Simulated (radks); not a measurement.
Values are calculated unless marked as measured or tabulated.
The nuclear charge of the rubidium ion Rb2+ is varied continuously with 35 electrons held in [Ar] 3d10 4s2 4p5. Level of theory: Dirac Kohn-Sham, BLYP, spin-unpolarised, spherical densities, finite nucleus; open shells fill j = l - 1/2 first; Fermi nuclear charge, rms radius 4.2036 fm (a radial shooting solver on a logarithmic mesh with Libxc functionals). By the Hellmann-Feynman theorem dE/dZ = E(electron-nucleus)/Z, the electronic potential at the nucleus (averaged over a nucleus of fixed radius).

[
 {"Z": "36", "E (hartree)": "-2790.39361", "E(electron-nucleus)/Z (hartree)": "-186.864", "HOMO": "4p3/2", "e(HOMO) (eV)": "-19.117", "<r> HOMO (bohr)": "1.846"},
 {"Z": "36.1", "E (hartree)": "-2809.11487", "E(electron-nucleus)/Z (hartree)": "-187.561", "HOMO": "4p3/2", "e(HOMO) (eV)": "-20.420", "<r> HOMO (bohr)": "1.824"},
 {"Z": "36.2", "E (hartree)": "-2827.90579", "E(electron-nucleus)/Z (hartree)": "-188.258", "HOMO": "4p3/2", "e(HOMO) (eV)": "-21.747", "<r> HOMO (bohr)": "1.802"},
 {"Z": "36.3", "E (hartree)": "-2846.76637", "E(electron-nucleus)/Z (hartree)": "-188.954", "HOMO": "4p3/2", "e(HOMO) (eV)": "-23.098", "<r> HOMO (bohr)": "1.781"},
 {"Z": "36.4", "E (hartree)": "-2865.69662", "E(electron-nucleus)/Z (hartree)": "-189.651", "HOMO": "4p3/2", "e(HOMO) (eV)": "-24.472", "<r> HOMO (bohr)": "1.761"},
 {"Z": "36.5", "E (hartree)": "-2884.69653", "E(electron-nucleus)/Z (hartree)": "-190.347", "HOMO": "4p3/2", "e(HOMO) (eV)": "-25.871", "<r> HOMO (bohr)": "1.741"},
 {"Z": "36.6", "E (hartree)": "-2903.76611", "E(electron-nucleus)/Z (hartree)": "-191.044", "HOMO": "4p3/2", "e(HOMO) (eV)": "-27.292", "<r> HOMO (bohr)": "1.722"},
 {"Z": "36.7", "E (hartree)": "-2922.90536", "E(electron-nucleus)/Z (hartree)": "-191.741", "HOMO": "4p3/2", "e(HOMO) (eV)": "-28.737", "<r> HOMO (bohr)": "1.704"},
 {"Z": "36.8", "E (hartree)": "-2942.11429", "E(electron-nucleus)/Z (hartree)": "-192.438", "HOMO": "4p3/2", "e(HOMO) (eV)": "-30.204", "<r> HOMO (bohr)": "1.686"},
 {"Z": "36.9", "E (hartree)": "-2961.39290", "E(electron-nucleus)/Z (hartree)": "-193.135", "HOMO": "4p3/2", "e(HOMO) (eV)": "-31.694", "<r> HOMO (bohr)": "1.668"},
 {"Z": "37", "E (hartree)": "-2980.74120", "E(electron-nucleus)/Z (hartree)": "-193.832", "HOMO": "4p3/2", "e(HOMO) (eV)": "-33.206", "<r> HOMO (bohr)": "1.651"},
 {"Z": "37.1", "E (hartree)": "-3000.15921", "E(electron-nucleus)/Z (hartree)": "-194.529", "HOMO": "4p3/2", "e(HOMO) (eV)": "-34.740", "<r> HOMO (bohr)": "1.635"},
 {"Z": "37.2", "E (hartree)": "-3019.64692", "E(electron-nucleus)/Z (hartree)": "-195.226", "HOMO": "4p3/2", "e(HOMO) (eV)": "-36.297", "<r> HOMO (bohr)": "1.619"},
 {"Z": "37.3", "E (hartree)": "-3039.20435", "E(electron-nucleus)/Z (hartree)": "-195.923", "HOMO": "4p3/2", "e(HOMO) (eV)": "-37.875", "<r> HOMO (bohr)": "1.603"},
 {"Z": "37.4", "E (hartree)": "-3058.83150", "E(electron-nucleus)/Z (hartree)": "-196.620", "HOMO": "4p3/2", "e(HOMO) (eV)": "-39.475", "<r> HOMO (bohr)": "1.588"},
 {"Z": "37.5", "E (hartree)": "-3078.52840", "E(electron-nucleus)/Z (hartree)": "-197.318", "HOMO": "4p3/2", "e(HOMO) (eV)": "-41.097", "<r> HOMO (bohr)": "1.573"},
 {"Z": "37.6", "E (hartree)": "-3098.29505", "E(electron-nucleus)/Z (hartree)": "-198.015", "HOMO": "4p3/2", "e(HOMO) (eV)": "-42.740", "<r> HOMO (bohr)": "1.558"},
 {"Z": "37.7", "E (hartree)": "-3118.13146", "E(electron-nucleus)/Z (hartree)": "-198.713", "HOMO": "4p3/2", "e(HOMO) (eV)": "-44.404", "<r> HOMO (bohr)": "1.544"},
 {"Z": "37.8", "E (hartree)": "-3138.03765", "E(electron-nucleus)/Z (hartree)": "-199.411", "HOMO": "4p3/2", "e(HOMO) (eV)": "-46.090", "<r> HOMO (bohr)": "1.531"},
 {"Z": "37.9", "E (hartree)": "-3158.01363", "E(electron-nucleus)/Z (hartree)": "-200.109", "HOMO": "4p3/2", "e(HOMO) (eV)": "-47.796", "<r> HOMO (bohr)": "1.517"},
 {"Z": "38", "E (hartree)": "-3178.05941", "E(electron-nucleus)/Z (hartree)": "-200.807", "HOMO": "4p3/2", "e(HOMO) (eV)": "-49.524", "<r> HOMO (bohr)": "1.504"}
]

The central difference of E at Z = 37 is -193.832 hartree, to compare with the third column; the second derivative is -6.97 hartree.
